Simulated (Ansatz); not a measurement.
```yaml
crystal:
  periodic: [false, false, false]
  atoms:
    - {symbol: C, position_ang: [-0.224427, 2.628504, 1.419607]}
    - {symbol: C, position_ang: [-0.679043, 1.397938, 1.198823]}
    - {symbol: Si, position_ang: [0.314903, 0.131805, 0.283648]}
    - {symbol: S, position_ang: [-0.740012, -0.411853, -1.501557]}
    - {symbol: Xx, position_ang: [0.088598, -2.368535, -1.705514]}
    - {symbol: H, position_ang: [-0.806630, 3.373093, 1.955334]}
    - {symbol: H, position_ang: [0.754311, 2.946645, 1.071174]}
    - {symbol: H, position_ang: [-1.669665, 1.131766, 1.562609]}
    - {symbol: H, position_ang: [0.511461, -1.105805, 1.088235]}
    - {symbol: H, position_ang: [1.642934, 0.711594, -0.045926]}
    - {symbol: H, position_ang: [-0.433124, -3.282743, -0.658103]}
    - {symbol: H, position_ang: [-0.309983, -2.860069, -3.047122]}
    - {symbol: H, position_ang: [1.571177, -2.327141, -1.606407]}
basis:
  gaussian: {orbitals: cc-pVTZ}
hamiltonian: {xc: {name: PBE0}}
accuracy: high
scf: {lower_state_search: light}
```

```sh
$ ansatz run in.yaml --threads 4 --pin off --events-out ev --progress --plain --max-ram 10444MiB
```

Output, abridged:

```
Error: YAML parse error: error: line 8 column 16: `Xx` is not an element symbol (H … Og, case-exact)
 6 |     - {symbol: Si, position_ang: [0.314903, 0.131805, 0.283648]}
 7 |     - {symbol: S, position_ang: [-0.740012, -0.411853, -1.501557]}
 8 |     - {symbol: Xx, position_ang: [0.088598, -2.368535, -1.705514]}
 9 |     - {symbol: H, position_ang: [-0.806630, 3.373093, 1.955334]}
10 |     - {symbol: H, position_ang: [0.754311, 2.946645, 1.071174]}
```

In this input an element symbol is wrong. The program refused the input.
